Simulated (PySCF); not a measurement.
**Hg (mercury, neutral): UHF calculation**

Configuration: [Xe] 4f14 5d9 6s2 6p1, one real determinant (an excited configuration). All numbers are calculated (PySCF 2.14, scalar relativity by spin-free X2C-1e, in x2c-TZVPPall (11s7p7d3f1g, 97 functions)).

| Quantity | Value |
| --- | --- |
| Total energy | -19619.583806 hartree |
| One-electron energy | -26874.4120 hartree |
| Hartree (Coulomb) energy | 7627.0732 hartree |
| Exchange energy | -372.2450 hartree |
| ⟨S²⟩ | 2.0079 |
| ⟨L²⟩ | 7.972 |
| Sum of ⟨r⟩ | 48.13 bohr |
| Sum of ⟨r²⟩ | 71.09 bohr² |
| Traceless quadrupole moment −½Σ⟨3z² − r²⟩ along its main axis | -6.29 e·bohr² |
| Langevin diamagnetic susceptibility | -56.3 ×10⁻⁶ cm³/mol |

```tsv
shell	electrons	mean orbital energy (eV)	spread (eV)	rms radius, mean of both spins (bohr)
1s α	1	-83564.8	0	0.0187
1s β	1	-83564.8	0	0.0187
2s α	1	-14968.0	0	0.0755
2s β	1	-14967.9	0	0.0755
2p α	3	-12964.4	0.194	0.0694
2p β	3	-12964.2	0.037	0.0694
3s α	1	-3626.8	0	0.193
3s β	1	-3626.7	0	0.193
3p α	3	-3036.1	0.353	0.195
3p β	3	-3036.0	0.196	0.195
3d α	5	-2384.5	0.354	0.179
3d β	5	-2384.3	0.371	0.179
4s α	1	-839.99	0	0.424
4s β	1	-839.75	0	0.424
4p α	3	-642.14	0.693	0.452
4p β	3	-641.89	0.283	0.452
4d α	5	-396.92	0.791	0.481
4d β	5	-396.59	0.758	0.481
5s α	1	-145.27	0	0.966
5s β	1	-143.63	0	0.966
4f α	7	-125.69	0.755	0.527
4f β	7	-125.48	0.319	0.527
5p α	3	-89.295	1.454	1.11
5p β	3	-87.033	1.512	1.11
5d α	5	-21.920	1.529	1.54
5d β	4	-20.804	0.720	1.54
6s α	1	-12.633	0	2.85
6s β	1	-10.657	0	2.85
6p α	1	-5.465	0	3.97
```

⟨L²⟩ = 7.97 against 12 for a pure F term, so this real determinant mixes terms. Spin-orbit coupling, absent here, splits the open shell strongly.

Densities and radii are taken from the X2C orbitals without a picture-change correction, which distorts them close to the nucleus.

Spin-orbit constants ζ (cm⁻¹) from the X2C one-electron operator on these orbitals: bare nucleus, nucleus screened by l(l+1)(2l+1)/3 electrons, and screened by the Breit-Pauli mean field of the electrons.

| shell | bare | screened nucleus | mean field |
| --- | --- | --- | --- |
| 2p | 9660000 | 9419000 | n/a |
| 3p | 2162000 | 2108000 | n/a |
| 3d | 334900 | 293000 | n/a |
| 4p | 518600 | 505600 | n/a |
| 4d | 71270 | 62370 | n/a |
| 4f | 14500 | 9426 | n/a |
| 5p | 86060 | 83910 | n/a |
| 5d | 7209 | 6308 | n/a |
| 6p | 4789 | 4669 | n/a |

To first order the Landé constant is A = -1325 cm⁻¹, so the lowest level has J = 4 and lies 0.493 eV below the centre of the term. This holds in LS coupling only.
